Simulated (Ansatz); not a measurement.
```yaml
crystal:
  periodic: [false, false, false]
  atoms:
    - {symbol: Ge, position_ang: [1.210757, -0.410740, 0.612590]}
    - {symbol: Ge, position_ang: [-1.210789, 0.410750, -0.612606]}
    - {symbol: Te, position_ang: [0.849552, -0.602756, -2.083211]}
    - {symbol: Te, position_ang: [0.323488, 2.160053, 0.808970]}
    - {symbol: Te, position_ang: [-1.173008, -1.557307, 1.274266]}
basis:
  gaussian: {orbitals: def2-TZVPD, initial_orbitals: start.molden}
total_charge: -1
magnetization: {spin_polarized: true, initial_magnetization: 1}
hamiltonian: {xc: hse06, dispersion: d4}
scf: {omitted_lower_state_checks: [starts]}
output: {orbitals: {seedname: orbitals}}
```

The file start.molden holds the orbitals of an earlier run on this structure, at another level or in another basis.

```sh
$ ansatz run in.yaml --threads 4 --pin off --events-out ev --progress --plain --max-ram 4787MiB
```

(1) Does this run fit into the memory that it is given?

## Answers

(1) No. It has 285 basis functions, and Ansatz plans for 4.75 GiB where 4.67 GiB are given.
